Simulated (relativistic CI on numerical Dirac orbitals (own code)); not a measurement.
# Transition arrays of Nb XIX

Method of calculation: Dirac-Coulomb-Breit CI, KLI orbitals optimised for each configuration, a model potential for QED, valence Slater integrals scaled by 0.9, whole transition arrays (own radial code, finite nucleus).

Configuration list (outside the closed core [Ne] 3s2): 3p6.3d5, 3p6.3d4.4f, 3p5.3d6, 3p6.3d4.4p, 3p6.3d4.5f. Levels of other configurations are missing.

All E1 lines from the levels of 3p6.3d5; mean and standard deviation are weighted by gf, and upper levels are sorted by their leading configuration.

```tsv
Upper configuration	Lines	Σgf	Mean (eV)	Mean (nm)	σ (eV)	Strongest line (nm)
3p6.3d4.4f	5470	837.7	437.89	2.831	5.14	2.810
3p5.3d6	3245	268.3	164.80	7.523	12.54	6.822
3p6.3d4.4p	3245	55.6	333.12	3.722	5.04	3.723
3p6.3d4.5f	5470	318.9	551.13	2.250	5.73	2.237
```

Σgf per state of the lower configuration in bins of 0.2 nm over the central range (centre: value): 2.3: 1.25, 2.7: 0.38, 2.9: 2.94, 3.7: 0.20, 6.9: 0.20, 7.1: 0.14, 7.3: 0.16, 7.5: 0.11, 7.7: 0.10, 7.9: 0.08, 8.1: 0.07, 8.3: 0.07.

Task: How do configuration mixing and the scaling of the Slater integrals move the arrays?

Result: Slater scale 0.9, no configuration mixing: 3p6.3d4.4f 438.0 ± 5.2 eV (Σgf 837.0), 3p5.3d6 165.2 ± 12.6 eV (Σgf 290.6), 3p6.3d4.4p 333.3 ± 5.0 eV (Σgf 56.1), 3p6.3d4.5f 550.9 ± 5.7 eV (Σgf 246.4); Slater scale 1: 3p6.3d4.4f 438.7 ± 5.7 eV (Σgf 843.5), 3p5.3d6 166.4 ± 13.5 eV (Σgf 268.2), 3p6.3d4.4p 333.2 ± 5.6 eV (Σgf 55.7), 3p6.3d4.5f 551.5 ± 6.3 eV (Σgf 321.8); Slater scale 0.8: 3p6.3d4.4f 437.1 ± 4.6 eV (Σgf 831.8), 3p5.3d6 163.2 ± 11.6 eV (Σgf 268.3), 3p6.3d4.4p 333.0 ± 4.5 eV (Σgf 55.6), 3p6.3d4.5f 550.8 ± 5.1 eV (Σgf 316.1). With mixing, levels are counted to their leading configuration, so an array can shrink or vanish into another, and the sums then hold other lines.
